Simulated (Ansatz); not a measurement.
`CC(C)(C)O[Si](Cl)(Cl)Cl`, 18 atoms. The species carries charge 0 and has multiplicity 1. Hardware: A = 4 threads of an AMD EPYC 7R13 on a shared host and a share of an NVIDIA H100 80 GB; B = 4 threads of an AMD EPYC 7R13 on a shared host. Correlated methods freeze the cores.

Task: How many basis functions does each run have, and how long does it take in Ansatz? RKS B3LYP-D4/def2-TZVPP energy and forces [A]; RKS PBE-D4/def2-TZVPP energy and forces [A]; RHF-MP2/def2-QZVPP energy [A]; RHF-CCSD(T)/def2-SVP energy [A]; RHF-CCSD(T)/def2-TZVPP energy [A]; RKS LC-ωPBE/def2-TZVPP energy [A]; RKS PBE0-D4/def2-TZVP relaxation (11 steps) [A]; RKS ωB97M-V/def2-SVP energy [B]; RKS r2SCAN-D4/def2-TZVPP energy and forces [A]; RKS ωB97M-V/def2-QZVPP energy [A]; RKS PBE0-D4/def2-SVP energy [B]; RKS PBE0-D4/def2-QZVPP energy [A]. (An estimate is asked.)

Result: Ansatz gave: Other jobs shared the machine, so times are rough.

| level | job | functions | wall time | peak host memory (GiB) |
| --- | --- | --- | --- | --- |
| RHF-CCSD(T)/def2-SVP | energy [A] | 187 | 2.1 s | 1.1 |
| RKS r2SCAN-D4/def2-TZVPP | energy and forces [A] | 449 | 2.7 s | 0.98 |
| RKS B3LYP-D4/def2-TZVPP | energy and forces [A] | 449 | 2.7 s | 1.1 |
| RKS PBE-D4/def2-TZVPP | energy and forces [A] | 449 | 2.9 s | 0.95 |
| RKS PBE0-D4/def2-SVP | energy [B] | 187 | 3.2 s | 1.1 |
| RKS LC-ωPBE/def2-TZVPP | energy [A] | 449 | 4.2 s | 1.1 |
| RKS ωB97M-V/def2-QZVPP | energy [A] | 835 | 5.5 s | 1.5 |
| RKS PBE0-D4/def2-QZVPP | energy [A] | 835 | 5.5 s | 1.4 |
| RHF-MP2/def2-QZVPP | energy [A] | 835 | 6.5 s | 1.5 |
| RKS ωB97M-V/def2-SVP | energy [B] | 187 | 10 s | 1.1 |
| RKS PBE0-D4/def2-TZVP | relaxation (11 steps) [A] | 357 | 17 s | 1.1 |
| RHF-CCSD(T)/def2-TZVPP | energy [A] | 449 | 19 s | 1.1 |

B3LYP here is the variant with VWN-RPA as its local correlation; programs differ in this. LC-ωPBE has ω = 0.4 bohr⁻¹.
